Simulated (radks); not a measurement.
Species: Dy. Configuration: [Xe] 4f(up 6.5, down 3.5) 6s2 (fractional occupations, a model configuration).

Calculated with a radial shooting solver on a logarithmic mesh with Libxc functionals: scalar-relativistic Kohn-Sham, PBEsol, spin-polarised, spherical densities, finite nucleus; Fermi nuclear charge, rms radius 5.2218 fm.

Energy parts (eV):
total: -330678.85
kinetic: 356662.93
electron-nucleus: -809304.67
Hartree: 129011.30
exchange-correlation: -7048.41

Orbitals (lengths in bohr, moments of r in powers of bohr):
orbital	occ.	eigenvalue (eV)	<1/r>
1s up	1	-53628.72	74.53
1s down	1	-53628.72	74.53
2s up	1	-8931.033	17.32
2s down	1	-8930.998	17.32
2p up	3	-7926.420	16.09
2p down	3	-7926.395	16.09
3s up	1	-1988.193	6.371
3s down	1	-1987.000	6.374
3p up	3	-1679.702	5.973
3p down	3	-1678.515	5.976
3d up	5	-1282.383	5.666
3d down	5	-1281.470	5.669
4s up	1	-394.0043	2.689
4s down	1	-391.4200	2.688
4p up	3	-292.4068	2.466
4p down	3	-289.8523	2.465
4d up	5	-154.0033	2.174
4d down	5	-151.4867	2.172
5s up	1	-49.5422	1.022
5s down	1	-48.2584	1.014
5p up	3	-25.8129	0.8490
5p down	3	-24.8902	0.8388
4f up	6.5	-4.1285	1.564
6s up	1	-3.8055	0.3073
6s down	1	-3.7250	0.3034
4f down	3.5	-1.9580	1.532

The highest occupied level is 4f down at -1.958 eV. Spin moment in Bohr magnetons: 3. The spin density at the nucleus is 1.471 e/bohr^3 (1s 0.007, 2s -0.590, 3s -7.939, 4s 1.527, 5s 7.567, 6s 0.898). Summed over all electrons, <r^2> = 77.61 bohr^2, which gives a Langevin (diamagnetic) susceptibility term of -61.5 x 10^-6 cm^3/mol.
